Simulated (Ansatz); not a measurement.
Isolated molecules relaxed with PBE0-D4/def2-TZVP in Ansatz; ΔE leaves out vibrations. CBS: MP2 limit from def2 TZ/QZ plus the TZ coupled-cluster correction, frozen cores. Each species was taken in one conformer, which may not be the lowest.

Reaction (cleavage of the Si–Si bond): `O[SiH](Cl)[SiH](Cl)Cl` + `O[SiH](O)S` → `O[SiH](O)S[SiH](O)Cl` + `Cl[SiH2]Cl`

| species | MP2/def2-QZVPP energy (Eh) |
| --- | --- |
| `O[SiH](Cl)[SiH](Cl)Cl` | -2034.48280 |
| `O[SiH](O)S` | -839.63046 |
| `O[SiH](O)S[SiH](O)Cl` | -1664.32683 |
| `Cl[SiH2]Cl` | -1209.82280 |

**Question.** Work out ΔE.

**Answer.** ΔE = (-1664.32683) + (-1209.82280) − (-2034.48280) − (-839.63046) = -0.03637 Eh = -95.5 kJ/mol. CCSD(T)/CBS gives -86.2 kJ/mol.

Largest T1 diagnostic among the species: 0.012.

From PBE to PBE0 (25 % exact exchange), in def2-TZVPP and without D4, ΔE moves by −6.1 kJ/mol.
